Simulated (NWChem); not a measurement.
System: GeSiH6O2; SMILES [GeH2]([SiH2]O)[OH]

Input file for NWChem:

```
start job
memory heap 200 mb stack 900 mb global 1100 mb
geometry units angstroms noautosym nocenter noautoz
  O      1.067298     1.876848     0.711855
  Si     0.086045     1.582982    -0.598151
  Ge    -0.300450    -0.783206    -0.369740
  O      0.537505    -0.859698     1.261818
  H      1.170762     1.077036     1.263721
  H      0.768045     1.916253    -1.877853
  H     -1.185795     2.355003    -0.542392
  H      0.440106    -1.738309    -1.350089
  H     -1.756374    -1.305813    -0.212619
  H      0.738296    -1.763488     1.546345
end
basis spherical
  * library pcsseg-1
end
dft
  xc pbe0
  iterations 150
end
property
  shielding
end
task dft property
```

Parts of the log:

```
             Northwest Computational Chemistry Package (NWChem) 7.3.0
             --------------------------------------------------------

                             Geometry "geometry" -> ""
                             -------------------------

 Output coordinates in angstroms (scale by  1.889725989 to convert to a.u.)

  No.       Tag          Charge          X              Y              Z
 ---- ---------------- ---------- -------------- -------------- --------------
    1 O                    8.0000     1.06729800     1.87684800     0.71185500
    2 Si                  14.0000     0.08604500     1.58298200    -0.59815100
    3 Ge                  32.0000    -0.30045000    -0.78320600    -0.36974000
    4 O                    8.0000     0.53750500    -0.85969800     1.26181800
    5 H                    1.0000     1.17076200     1.07703600     1.26372100
    6 H                    1.0000     0.76804500     1.91625300    -1.87785300
    7 H                    1.0000    -1.18579500     2.35500300    -0.54239200
    8 H                    1.0000     0.44010600    -1.73830900    -1.35008900
    9 H                    1.0000    -1.75637400    -1.30581300    -0.21261900
   10 H                    1.0000     0.73829600    -1.76348800     1.54634500

 Effective nuclear repulsion energy (a.u.)     370.5705773036

                              NWChem Property Module
                              ----------------------

  itol2e modified to match energy
  convergence criterion.

                                 NWChem DFT Module
                                 -----------------

 Summary of "ao basis" -> "ao basis" (spherical)
 ------------------------------------------------------------------------------
       Tag                 Description            Shells   Functions and Types
 ---------------- ------------------------------  ------  ---------------------
 O                          pcsseg-1                 7       17   3s3p1d
 Si                         pcsseg-1                10       24   4s5p1d
 Ge                         pcsseg-1                15       41   5s7p3d
 H                          pcsseg-1                 3        5   2s1p

  itol2e modified to match energy
  convergence criterion.

            General Information
            -------------------
          SCF calculation type: DFT
          Wavefunction type:  closed shell.
          No. of atoms     :    10
          No. of electrons :    68
           Alpha electrons :    34
            Beta electrons :    34
          Charge           :     0
          Spin multiplicity:     1
          Use of symmetry is: off; symmetry adaption is: off
          Maximum number of iterations: 150
          AO basis - number of functions:   129
                     number of shells:    57
          Convergence on energy requested:  1.00D-07
          Convergence on density requested:  1.00D-05
          Convergence on gradient requested:  5.00D-04

              XC Information
              --------------
                         PBE0 Method XC Functional
                     Hartree-Fock (Exact) Exchange  0.250
          PerdewBurkeErnzerhof Exchange Functional  0.750
            Perdew 1991 LDA Correlation Functional  1.000 local
           PerdewBurkeErnz. Correlation Functional  1.000 non-local

             Grid Information
             ----------------
          Grid used for XC integration:  fine
          Radial quadrature: Mura-Knowles
          Angular quadrature: Lebedev.
          Tag              B.-S. Rad. Rad. Pts. Rad. Cut. Ang. Pts.
          ---              ---------- --------- --------- ---------
          O                   0.60       70          12.0       590
          Si                  1.10      123          12.0       770
          Ge                  1.25      140          10.0       974
          H                   0.35       60          13.0       590
          Grid pruning is: on
          Number of quadrature shells:   763
          Spatial weights used:  Erf1

      Superposition of Atomic Density Guess
      -------------------------------------

 Sum of atomic energies:       -2516.35777862

      Non-variational initial energy
      ------------------------------

 Total energy =   -2517.527552
 1-e energy   =   -4243.585851
 2-e energy   =    1355.487721
 HOMO         =      -0.307849
 LUMO         =      -0.021089

   convergence    iter        energy       DeltaE   RMS-Dens  Diis-err
 ---------------- ----- ----------------- --------- --------- ---------
 d= 0,ls=0.0,diis     1  -2519.6979554297 -2.89D+03  1.15D-02  1.99D+00
 d= 0,ls=0.0,diis     2  -2519.5751525007  1.23D-01  8.51D-03  2.41D+00
 d= 0,ls=0.0,diis     3  -2519.7900501373 -2.15D-01  1.79D-03  2.77D-01
 d= 0,ls=0.0,diis     4  -2519.8135988324 -2.35D-02  3.80D-04  5.08D-03
 d= 0,ls=0.0,diis     5  -2519.8139404239 -3.42D-04  1.24D-04  7.75D-04
  Resetting Diis
 d= 0,ls=0.0,diis     6  -2519.8139883620 -4.79D-05  4.79D-05  1.27D-04
 d= 0,ls=0.0,diis     7  -2519.8139994731 -1.11D-05  1.99D-05  4.18D-06
 d= 0,ls=0.0,diis     8  -2519.8139992164  2.57D-07  1.12D-05  7.97D-06
 d= 0,ls=0.0,diis     9  -2519.8139998072 -5.91D-07  1.48D-06  1.05D-07
 d= 0,ls=0.0,diis    10  -2519.8139998161 -8.91D-09  3.23D-07  7.51D-09

         Total DFT energy =    -2519.813999816125
      One electron energy =    -4246.719974373242
           Coulomb energy =     1475.246724834995
    Exchange-Corr. energy =     -118.911327581508
 Nuclear repulsion energy =      370.570577303630

 Numeric. integr. density =       68.000005500051

                       DFT Final Molecular Orbital Analysis
                       ------------------------------------

 Vector   32  Occ=2.000000D+00  E=-3.232754D-01
              MO Center=  3.7D-01,  1.5D-01,  2.8D-01, r^2= 4.7D+00
   Bfn.  Coefficient  Atom+Function         Bfn.  Coefficient  Atom+Function
  ----- ------------  ---------------      ----- ------------  ---------------
    92      0.276635   4 O  px               89      0.262662   4 O  px
    10      0.218345   1 O  px                7      0.210908   1 O  px
   115     -0.187606   8 H  s               106     -0.165328   6 H  s
   105     -0.160524   6 H  s                94     -0.150193   4 O  pz
   120      0.144406   9 H  s                86      0.140081   4 O  px

 Vector   33  Occ=2.000000D+00  E=-3.122618D-01
              MO Center=  3.4D-01,  7.6D-01,  1.3D-01, r^2= 4.9D+00
   Bfn.  Coefficient  Atom+Function         Bfn.  Coefficient  Atom+Function
  ----- ------------  ---------------      ----- ------------  ---------------
    10      0.237170   1 O  px                7      0.228577   1 O  px
    92     -0.209370   4 O  px               89     -0.203911   4 O  px
   110      0.204252   7 H  s               105     -0.192937   6 H  s
   111      0.190723   7 H  s               106     -0.178434   6 H  s
   115      0.161505   8 H  s                12     -0.160314   1 O  pz

[...]

          -----------------------------------------
          Chemical Shielding Tensors (GIAO, in ppm)
          -----------------------------------------

                                NWChem CPHF Module
                                ------------------

  scftype          =     RHF
  nclosed          =       34
  nopen            =        0
  variables        =     3230
  # of vectors     =        3
  tolerance        = 0.10D-03
  level shift      = 0.00D+00
  max iterations   =       50
  max subspace     =       30

 SCF residual:    2.1941276829760719E-005

Iterative solution of linear equations
  No. of variables     3230
  No. of equations        3
  Maximum subspace       30
        Iterations       50
       Convergence  1.0D-04

   iter   nsub   residual    time
   ----  ------  --------  ---------
     1      3    4.02D-01     218.2
     2      6    1.55D-02     243.8
     3      9    1.09D-03     274.5
     4     12    8.24D-05     301.5

      Atom:    1  O
        Diamagnetic
    384.6317      3.0861     15.7175
      3.0861    391.7916     -3.8597
     15.7175     -3.8597    398.1180

        Paramagnetic
    -41.2850     -1.8006    -49.8198
     -1.8006    -26.8526      2.8114
    -49.8198      2.8114    -82.2225

        Total Shielding Tensor
    343.3467      1.2855    -34.1023
      1.2855    364.9391     -1.0483
    -34.1023     -1.0483    315.8955

           isotropic =     341.3937
          anisotropy =      39.1043

          Principal Components and Axis System
                 1           2           3
              367.4633    363.8580    292.8599

      1         0.6927     -0.4548      0.5597
      2         0.5477      0.8367      0.0021
      3        -0.4692      0.3051      0.8287

      Atom:    2  Si
        Diamagnetic
    875.9296      1.9160      3.1915
      1.9160    883.5053     -0.8684
      3.1915     -0.8684    878.3858

        Paramagnetic
   -485.5184     16.7645     47.2369
     16.7645   -544.3734     34.3971
     47.2369     34.3971   -462.7603

        Total Shielding Tensor
    390.4112     18.6805     50.4284
     18.6805    339.1319     33.5287
     50.4284     33.5287    415.6254

           isotropic =     381.7228
          anisotropy =     126.9143

          Principal Components and Axis System
                 1           2           3
              466.3323    352.3221    326.5140

      1         0.5780      0.8160      0.0078
      2         0.2863     -0.2117      0.9345
      3         0.7642     -0.5379     -0.3560

      Atom:    3  Ge
        Diamagnetic
   2755.6449      1.0691      3.4193
      1.0691   2758.9619     -0.3334
      3.4193     -0.3334   2760.2277

        Paramagnetic
  -1375.2815    -20.5307    104.8132
    -20.5307  -1460.6408    -55.7897
    104.8132    -55.7897  -1186.5892

        Total Shielding Tensor
   1380.3634    -19.4616    108.2325
    -19.4616   1298.3211    -56.1231
    108.2325    -56.1231   1573.6385

           isotropic =    1417.4410
          anisotropy =     322.7040

          Principal Components and Axis System
                 1           2           3
             1632.5770   1332.4825   1287.2636

      1         0.3996      0.9161     -0.0328
      2        -0.1744      0.1111      0.9784
      3         0.8999     -0.3853      0.2041

      Atom:    4  O
        Diamagnetic
    381.7282     -3.9586     13.8127
     -3.9586    396.4547     -7.6070
     13.8127     -7.6070    400.0817

        Paramagnetic
    -38.0039     -9.8725    -46.9632
     -9.8725      8.2388     -2.7647
    -46.9632     -2.7647    -87.5664

        Total Shielding Tensor
    343.7243    -13.8311    -33.1505
    -13.8311    404.6935    -10.3717
    -33.1505    -10.3717    312.5153

           isotropic =     353.6444
          anisotropy =      81.2499

          Principal Components and Axis System
                 1           2           3
              407.8110    363.9151    289.2071

      1        -0.1908      0.8197      0.5400
      2         0.9808      0.1366      0.1392
      3        -0.0404     -0.5562      0.8300

      Atom:    5  H
        Diamagnetic
     18.9439      1.3122      6.7107
      1.3122     37.8754     -8.9141
      6.7107     -8.9141     29.1421

        Paramagnetic
     -0.4867      0.1355     -1.5238
      0.1355     -0.0963      0.4198
     -1.5238      0.4198     -2.0007

        Total Shielding Tensor
     18.4572      1.4477      5.1869
      1.4477     37.7791     -8.4943
      5.1869     -8.4943     27.1415

           isotropic =      27.7926
          anisotropy =      22.1372

          Principal Components and Axis System
                 1           2           3
               42.5507     26.0218     14.8053

      1        -0.0547      0.5641      0.8239
      2         0.8665      0.4368     -0.2415
      3        -0.4961      0.7007     -0.5127

      Atom:    6  H
        Diamagnetic
     23.8430      2.6042     -5.0042
      2.6042     25.4306     -4.7129
     -5.0042     -4.7129     33.6550

        Paramagnetic
      0.0966     -1.6084      3.4575
     -1.6084     -1.1753      2.5806
      3.4575      2.5806     -3.7139

        Total Shielding Tensor
     23.9397      0.9958     -1.5467
      0.9958     24.2553     -2.1322
     -1.5467     -2.1322     29.9411

           isotropic =      26.0454
          anisotropy =       7.5780

          Principal Components and Axis System
                 1           2           3
               31.0974     23.9620     23.0767

      1        -0.2425      0.6649      0.7065
      2        -0.3206      0.6324     -0.7052
      3         0.9156      0.3975     -0.0599

      Atom:    7  H
        Diamagnetic
     31.7305     -7.1916      1.0147
     -7.1916     29.4349     -0.6791
      1.0147     -0.6791     21.6850

        Paramagnetic
     -3.3407      3.7787      0.5996
      3.7787     -3.4077      0.1325
      0.5996      0.1325      1.8507

        Total Shielding Tensor
     28.3898     -3.4129      1.6142
     -3.4129     26.0272     -0.5466
      1.6142     -0.5466     23.5356

           isotropic =      25.9842
          anisotropy =       7.7793

          Principal Components and Axis System
                 1           2           3
               31.1704     23.9130     22.8693

      1         0.8043      0.3805     -0.4565
      2        -0.5560      0.7530     -0.3519
      3         0.2099      0.5368      0.8172

      Atom:    8  H
        Diamagnetic
     23.9109     -6.1932     -5.8335
     -6.1932     29.2156      9.4707
     -5.8335      9.4707     30.8051

        Paramagnetic
     -0.8875      2.1136      2.1164
      2.1136     -3.2402     -2.9567
      2.1164     -2.9567     -2.2004

        Total Shielding Tensor
     23.0234     -4.0796     -3.7170
     -4.0796     25.9754      6.5140
     -3.7170      6.5140     28.6046

           isotropic =      25.8678
          anisotropy =      15.5049

          Principal Components and Axis System
                 1           2           3
               36.2044     21.4438     19.9552

      1        -0.3837      0.6740      0.6313
      2         0.6000     -0.3376      0.7252
      3         0.7020      0.6570     -0.2749

      Atom:    9  H
        Diamagnetic
     40.1957      7.9285     -0.3860
      7.9285     22.9505     -0.6458
     -0.3860     -0.6458     20.5867

        Paramagnetic
     -5.7757     -2.6557      0.4455
     -2.6557     -1.1002      0.4082
      0.4455      0.4082      0.7410

        Total Shielding Tensor
     34.4200      5.2728      0.0594
      5.2728     21.8503     -0.2376
      0.0594     -0.2376     21.3277

           isotropic =      25.8660
          anisotropy =      15.7094

          Principal Components and Axis System
                 1           2           3
               36.3390     21.3690     19.8901

      1         0.9397      0.0587     -0.3369
      2         0.3420     -0.1564      0.9266
      3        -0.0017      0.9859      0.1671

      Atom:   10  H
        Diamagnetic
     23.3858     -5.4278      5.3280
     -5.4278     41.1927     -8.9570
      5.3280     -8.9570     29.7552

        Paramagnetic
      0.0218      0.4147     -0.5476
      0.4147     -0.0842      1.1648
     -0.5476      1.1648     -0.7491

        Total Shielding Tensor
     23.4075     -5.0131      4.7804
     -5.0131     41.1084     -7.7922
      4.7804     -7.7922     29.0061

           isotropic =      31.1740
          anisotropy =      23.4445

          Principal Components and Axis System
                 1           2           3
               46.8037     26.0689     20.6495

      1        -0.2738      0.3837      0.8819
      2         0.8519      0.5224      0.0371
      3        -0.4465      0.7615     -0.4699
```

Level: PBE0/pcSseg-1, GIAO. Geometry: optimised at B3LYP/6-31G* (spherical d). The printed shielding anisotropy is the first printed principal value minus the mean of the other two.
